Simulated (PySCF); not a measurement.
Molecule: hexafluoroethane (FC(F)(F)C(F)(F)F, C2F6).

Molfile (atoms numbered from 1):
```
C2F6
     RDKit          3D

  8  7  0  0  0  0  0  0  0  0999 V2000
    1.3897   -0.2970   -1.0133 F   0  0  0  0  0  0  0  0  0  0  0  0
    0.7574   -0.0755    0.1279 C   0  0  0  0  0  0  0  0  0  0  0  0
    1.2313    1.0306    0.6793 F   0  0  0  0  0  0  0  0  0  0  0  0
    0.9693   -1.0942    0.9462 F   0  0  0  0  0  0  0  0  0  0  0  0
   -0.7551    0.0779   -0.1342 C   0  0  0  0  0  0  0  0  0  0  0  0
   -0.9672    1.0956   -0.9536 F   0  0  0  0  0  0  0  0  0  0  0  0
   -1.2292   -1.0289   -0.6839 F   0  0  0  0  0  0  0  0  0  0  0  0
   -1.3871    0.3009    1.0070 F   0  0  0  0  0  0  0  0  0  0  0  0
  1  2  1  0
  2  3  1  0
  2  4  1  0
  2  5  1  0
  5  6  1  0
  5  7  1  0
  5  8  1  0
M  END
```

Geometry PBE0-D3(BJ)/def2-SVP throughout; GIAO in PySCF 2.14.0 with density-fitted response routines, gas phase, one conformer, non-relativistic; equivalent atoms averaged; functional PBE0.

Task: How do the shifts δ (against CFCl3, TMS at the same level) depend on the basis set? (ppm; last column core-seconds on shared hosts with different chips, so compare them loosely)

Result: 
```
    basis set  functions  F1/F3/F4/F6/F7/F8  C2/C5  core-s
       STO-3G         40             -100.1   87.6     2.2
     pcSseg-0         72             -102.4  142.0     8.3
        6-31G         72             -105.7  122.7     4.5
       6-31G*        112              -97.9  116.0      15
      cc-pVDZ        112              -94.2  119.3      15
     def2-SVP        112              -83.1  120.0      14
     pcSseg-1        136              -99.2  121.1      16
  aug-cc-pVDZ        184              -91.9  118.0      31
6-311+G(2d,p)        216              -98.3  120.3      39
      cc-pVTZ        240              -94.8  122.8      46
    def2-TZVP        248              -95.1  123.9      50
     IGLO-III        280              -96.9  124.6      58
```

Task: Which nucleus moves most, in ppm?

Result: C2/C5 (CF3 carbon): from 87.6 ppm with STO-3G to 142.0 ppm with pcSseg-0. The smallest spread is 22.6 ppm, at F1/F3/F4/F6/F7/F8.

Task: Taking the largest basis, IGLO-III (280 functions), as the yardstick, rank the others by their worst heavy-atom deviation.

Result: def2-TZVP 1.8 ppm (248 functions), cc-pVTZ 2.1 ppm (240 functions), pcSseg-1 3.6 ppm (136 functions), 6-311+G(2d,p) 4.3 ppm (216 functions), cc-pVDZ 5.3 ppm (112 functions), aug-cc-pVDZ 6.6 ppm (184 functions), 6-31G* 8.6 ppm (112 functions), 6-31G 8.8 ppm (72 functions), def2-SVP 13.8 ppm (112 functions), pcSseg-0 17.4 ppm (72 functions), STO-3G 37.0 ppm (40 functions).

A small basis that lands close on one nucleus may do so by chance; judge by the trend and by all nuclei.
